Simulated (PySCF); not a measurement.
H4PSi, SMILES [SiH2]P, multiplicity 2.

The structure is a stationary point at B3LYP-D3(BJ)/def2-TZVP. The isomer is the one that the SMILES or the coordinates give; other isomers of the formula were not compared.

The numbers are results of PySCF with ωB97X/def2-TZVPD, not measurements.

The molecule is in vacuum.

Computed frontier levels, dipole moment and polarisability:
```
Property                                                                                                         Value
---------------------------------------------------------------------------------------------  -----------------------
α spin, highest occupied and lowest empty level                                                      -8.13 and 1.73 eV
β spin, highest occupied and lowest empty level                                                    -10.07 and -1.17 eV
dipole moment                                                                                                   0.66 D
quadrupole, principal values (traceless, Buckingham form, about the centre of nuclear charge)    -3.17, 1.28, 1.89 D·Å
mean static polarisability                                                                        63.4 bohr³ (9.39 Å³)
polarisability, principal values                                                                53.9, 54.8, 81.4 bohr³
⟨S²⟩                                                                                           0.755 (pure state 0.75)
```
